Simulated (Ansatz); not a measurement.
Stepwise reaction of `[CH3][Al]([CH3])[NH2]` with ammonia, as a gas-phase model of exchange steps in deposition or etching. ΔE in kJ/mol.

Program: Ansatz. Geometries: PBE0-D4/def2-TZVP. ΔE: electronic, gas phase. CCSD(T)/CBS adds triple-zeta CCSD(T) − MP2 to the extrapolated MP2 energy (def2 sets, frozen cores). This one scheme is used for every species. Functionals use def2-TZVPP. B3LYP here is the variant with VWN-RPA as its local correlation; programs differ in this. Each species was taken in one conformer, which may not be the lowest.

| step | reaction | PBE-D4 | B3LYP-D4 | ωB97M-V | CCSD(T)/CBS |
| --- | --- | --- | --- | --- | --- |
| 1 | `[CH3][Al]([CH3])[NH2]` + NH₃ → `[CH3][Al]([NH2])[NH2]` + CH₄ | -84.7 | -94.4 | -90.6 | -92.5 |
| 2 | `[CH3][Al]([NH2])[NH2]` + NH₃ → `[NH2][Al]([NH2])[NH2]` + CH₄ | -74.9 | -85.2 | -81.3 | -83.6 |

Task: By hand: ΔE of the 2 steps together at CCSD(T)/CBS.

Result: (-92.5) + (-83.6) = -176.1 kJ/mol, or -88.0 kJ/mol a step.

In ΔE each step is higher than the one before. All are downhill at CCSD(T)/CBS. PBE-D4 differs from CCSD(T)/CBS by 7.8 to 8.7 kJ/mol a step. Isolated molecules leave out the surface, adducts and barriers. Largest T1 diagnostic: 0.010.
